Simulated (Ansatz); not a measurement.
PBE exchange is replaced step by step with exact exchange (0 % is PBE, 25 % PBE0; no dispersion term), basis def2-TZVP, Ansatz. System: Cu₂F⁺ (the lowest singlet isomer of a short search). The state is a singlet with charge 1. Geometry: PBE-D4/def2-TZVP, each spin state at its own.

Geometry of the singlet:

```xyz
3

Cu   -1.657   -0.824   -0.253
Cu    1.660    0.819    0.250
F    -0.003    0.005    0.003
```

The structure comes from a short search, and lower isomers may exist.

```tsv
exact exchange (%)	HOMO (eV)	LUMO (eV)	gap (eV)	triplet − singlet (kJ/mol)	quintet − singlet (kJ/mol)
0	-10.70	-8.91	1.79	189.1	548.7
5	-11.01	-8.63	2.38	206.8	548.7
10	-11.33	-8.36	2.98	224.8	543.0
15	-11.67	-8.08	3.58	237.6	534.5
25	-12.36	-7.55	4.80	238.6	512.2
35	-13.08	-7.04	6.04	227.5	486.0
50	-14.22	-6.30	7.91	206.2	443.9
```

The spin gap doesn't follow a straight line here, which points to a change of state along the sweep.
